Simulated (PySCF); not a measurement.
C₃H₇NOSi.
Bonds: C1–N2 (double), N2–C3, C3–C4 (double), C3–O5, O5–Si6. Hydrogens: H7, H8 on C1; H9, H10 on C4; H11, H12, H13 on Si6.

A GFN2-xTB structure was refined with PBE0-D3(BJ)/def2-SVP geometry optimisation, gas phase (PySCF 2.14.0). Its GFN2-xTB values:

```json
{"coordinate": "C1=N2", "GFN2-xTB": "1.246 Å"}
{"coordinate": "C1–H7", "GFN2-xTB": "1.102 Å"}
{"coordinate": "C1–H8", "GFN2-xTB": "1.056 Å"}
{"coordinate": "N2–C3", "GFN2-xTB": "1.391 Å"}
{"coordinate": "C3=C4", "GFN2-xTB": "1.301 Å"}
{"coordinate": "C3–O5", "GFN2-xTB": "1.357 Å"}
{"coordinate": "C4–H9", "GFN2-xTB": "1.050 Å"}
{"coordinate": "C4–H10", "GFN2-xTB": "1.112 Å"}
{"coordinate": "O5–Si6", "GFN2-xTB": "1.636 Å"}
{"coordinate": "Si6–H11", "GFN2-xTB": "1.444 Å"}
{"coordinate": "C1–N2–C3", "GFN2-xTB": "124.0°"}
{"coordinate": "N2–C3–C4", "GFN2-xTB": "126.6°"}
{"coordinate": "N2–C3–O5", "GFN2-xTB": "112.9°"}
{"coordinate": "C3–O5–Si6", "GFN2-xTB": "126.2°"}
{"coordinate": "C4–C3–O5", "GFN2-xTB": "120.2°"}
{"coordinate": "C1–N2–C3–C4", "GFN2-xTB": "44°"}
{"coordinate": "N2–C3–O5–Si6", "GFN2-xTB": "-5°"}
```

**Question.** How do these coordinates change at the PBE0-D3(BJ)/def2-SVP level?

**Answer.** 
| coordinate | PBE0-D3(BJ)/def2-SVP (Å or °) | change |
| --- | --- | --- |
| O5–Si6 | 1.697 | +0.061 |
| Si6–H11 | 1.489 | +0.045 |
| C1–H8 | 1.098 | +0.042 |
| C3=C4 | 1.342 | +0.041 |
| C4–H9 | 1.090 | +0.040 |
| C4–H10 | 1.089 | -0.023 |
| C1=N2 | 1.266 | +0.020 |
| C3–O5 | 1.345 | -0.012 |
| N2–C3 | 1.399 | +0.008 |
| C1–H7 | 1.105 | +0.003 |
| C3–O5–Si6 | 121.9 | -4.3 |
| C4–C3–O5 | 122.3 | +2.1 |
| C1–N2–C3 | 122.0 | -2.0 |
| N2–C3–O5 | 111.8 | -1.1 |
| N2–C3–C4 | 125.7 | -0.9 |
| N2–C3–O5–Si6 | -10 | -5 |
| C1–N2–C3–C4 | 40 | -4 |

The energy falls by 0.304 eV over 9 energy and gradient evaluations, the largest force component goes from 0.0661 to 3.4e-04 Eh/bohr, and the atoms move by 0.092 Å rms after alignment. The bond that changes most is O5–Si6 (silyl ether oxygen to oxygen-bound silicon), which lengthens by 0.061 Å. Bonds longer at the end by more than 0.005 Å: 9 of 12; shorter: 2. Rotational constants go from 5078, 2137, 1554 to 4954, 2149, 1552 MHz.

The run used 123 basis functions and 60 SCF cycles in all. Time: 48 s of wall time; peak memory 0.51 GiB. Hardware: Arm Neoverse V2, one thread, no GPU, shared host.

Whether it is a minimum is left open (no frequencies). The numbers are those of one conformer.

Shape of the structure used: `[CH2:1]=[N:2][C:3](=[CH2:4])[O:5][SiH3:6]`: C1–N2–C3–C4 40°, N2–C3–O5–Si6 -10°.
